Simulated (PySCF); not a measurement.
**Electron correlation in Hf (hafnium, neutral)**

[Xe] 4f14 5d1 6s2 6p1, one real determinant (an excited configuration). All numbers are calculated (PySCF 2.14, a scalar-relativistic core potential, in def2-QZVPPD with the def2 core potential (60 electrons)). Frozen: 5s2 5p6; 4 electrons correlated.

```csv
level,correlation energy (mhartree)
CCSD,-63.43
(T),-4.85
CCSD(T),-68.28
```

Diagnostics: T1 = 0.088, D1 = 0.1923, largest double amplitude 0.148.

The real determinant used has ⟨L²⟩ near 8 against 12 for a pure F term, so it mixes terms. Spin-orbit coupling, absent here, splits the open shell strongly. T1 exceeds 0.03, a sign that the reference determinant is poor.

Cost of the coupled-cluster step: of the order of 28 core-seconds, for 4 correlated electrons.

Iterations:

```
CC2 = 0
CCSD nocc = (np.int64(3), np.int64(1)), nmo = (80, 80)
frozen orbitals [[0, 1, 2, 3], [0, 1, 2, 3]]
max_cycle = 100
direct = 0
conv_tol = 1e-08
conv_tol_normt = 1e-06
diis_space = 8
diis_start_cycle = 0
Init t2, MP2 energy = -0.0420631995536323
Init E_corr(UCCSD) = -0.0420631995566388
cycle = 1  E_corr(UCCSD) = -0.0500566001074979  dE = -0.00799340055  norm(t1,t2) = 0.0774307
cycle = 2  E_corr(UCCSD) = -0.0537015496130201  dE = -0.00364494951  norm(t1,t2) = 0.0520412
cycle = 3  E_corr(UCCSD) = -0.0598184337847555  dE = -0.00611688417  norm(t1,t2) = 0.0406902
cycle = 4  E_corr(UCCSD) = -0.0616980944478011  dE = -0.00187966066  norm(t1,t2) = 0.0225005
cycle = 5  E_corr(UCCSD) = -0.0631761708580674  dE = -0.00147807641  norm(t1,t2) = 0.0114048
cycle = 6  E_corr(UCCSD) = -0.0626534233890647  dE = 0.000522747469  norm(t1,t2) = 0.00685415
cycle = 7  E_corr(UCCSD) = -0.0632575984399825  dE = -0.000604175051  norm(t1,t2) = 0.005045
cycle = 8  E_corr(UCCSD) = -0.0632939516509198  dE = -3.63532109e-05  norm(t1,t2) = 0.00275328
cycle = 9  E_corr(UCCSD) = -0.0633864577585724  dE = -9.25061077e-05  norm(t1,t2) = 0.00193028
cycle = 10  E_corr(UCCSD) = -0.0634384289801878  dE = -5.19712216e-05  norm(t1,t2) = 0.00135083
cycle = 11  E_corr(UCCSD) = -0.0634310685879175  dE = 7.36039227e-06  norm(t1,t2) = 0.000867471
cycle = 12  E_corr(UCCSD) = -0.0634295190114818  dE = 1.54957644e-06  norm(t1,t2) = 0.00042952
cycle = 13  E_corr(UCCSD) = -0.0634254146224141  dE = 4.10438907e-06  norm(t1,t2) = 0.000214672
cycle = 14  E_corr(UCCSD) = -0.0634258564723073  dE = -4.41849893e-07  norm(t1,t2) = 0.000131956
cycle = 15  E_corr(UCCSD) = -0.0634261415397313  dE = -2.85067424e-07  norm(t1,t2) = 7.40522e-05
cycle = 16  E_corr(UCCSD) = -0.0634261956956553  dE = -5.41559239e-08  norm(t1,t2) = 4.30814e-05
cycle = 17  E_corr(UCCSD) = -0.0634260364716372  dE = 1.59224018e-07  norm(t1,t2) = 2.51295e-05
cycle = 18  E_corr(UCCSD) = -0.0634267526260997  dE = -7.16154463e-07  norm(t1,t2) = 1.69112e-05
cycle = 19  E_corr(UCCSD) = -0.0634271646858222  dE = -4.12059722e-07  norm(t1,t2) = 1.10095e-05
cycle = 20  E_corr(UCCSD) = -0.0634273092783027  dE = -1.44592481e-07  norm(t1,t2) = 7.87044e-06
cycle = 21  E_corr(UCCSD) = -0.0634272168339256  dE = 9.2444377e-08  norm(t1,t2) = 5.67245e-06
cycle = 22  E_corr(UCCSD) = -0.0634271080425998  dE = 1.08791326e-07  norm(t1,t2) = 3.47389e-06
cycle = 23  E_corr(UCCSD) = -0.0634269905830339  dE = 1.17459566e-07  norm(t1,t2) = 1.79536e-06
cycle = 24  E_corr(UCCSD) = -0.0634269725564054  dE = 1.80266284e-08  norm(t1,t2) = 7.53945e-07
cycle = 25  E_corr(UCCSD) = -0.0634269828372077  dE = -1.02808022e-08  norm(t1,t2) = 5.55356e-07
cycle = 26  E_corr(UCCSD) = -0.0634269950340559  dE = -1.21968482e-08  norm(t1,t2) = 4.04031e-07
cycle = 27  E_corr(UCCSD) = -0.0634269964025122  dE = -1.36845636e-09  norm(t1,t2) = 3.28194e-07
UCCSD converged
E(UCCSD) = -47.37254542289526  E_corr = -0.06342699640251223
UCCSD(T) correction = -0.00485465381028921
```

The reference is one real determinant that mixes LS terms of this configuration.
